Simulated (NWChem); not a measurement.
# Atomisation of H6InOP

```xyz
9

In     0.1393     0.6710     0.3873
H      0.4167     0.1979     2.0233
H      1.0093     1.7575    -0.6473
O     -1.7491     0.1703    -0.2207
H     -2.0114     0.6469    -1.0201
P      0.4602    -1.9461    -0.9208
H     -0.1067    -1.9061    -2.2219
H     -0.4987    -2.8138    -0.3380
H      1.4552    -2.9314    -1.1948
```
Charge 0, spin multiplicity 1.

Everything below was run with NWChem. The geometry was optimised at B3LYP/def2-SVP with def2 effective core potentials on In, with no frequency check, so it may be a saddle point. It is one conformer; others weren't searched.

Basis set: def2-TZVP. The atomisation energy is electronic alone: no zero-point, thermal, spin-orbit or counterpoise terms. No value is extrapolated to the basis-set limit. Free atoms are single determinants with multiplicities In 2, H 2, O 3, P 4. Correlated methods freeze the same cores in atoms and molecule, 10 orbitals in all.

| method | atomisation energy (kcal/mol) | relative cost |
|---|---|---|
| LDA (SVWN5) | 630.6 | 1 |
| PBE0 | 537.3 | under 3 |
| BHandHLYP | 530.8 | under 3 |
| B3LYP | 545.0 | under 3 |
| PBE | 546.4 | under 3 |
| HF | 375.7 | under 3 |
| TPSS | 558.9 | under 3 |
| MP2 | 518.1 | 3 |
| CAM-B3LYP | 551.9 | 10 |

The values span 254.9 kcal/mol, from HF (lowest) to LDA (SVWN5) (highest). Costs are rough ratios of processor time within this set of runs, SCF included, with LDA (SVWN5) as 1. Costs are the molecule's.

Effective core potentials replace the inner electrons of In; spin-orbit coupling is left out. B3LYP has NWChem's definition, with VWN1-RPA local correlation. GW and range-separated runs recompute their integrals, the others keep them in memory, which bears on the times. The structure started from a generated list of species. No SCF solution was tested for a lower state. Open-shell Hartree-Fock references start from PBE0 orbitals; any time given for them includes that run.
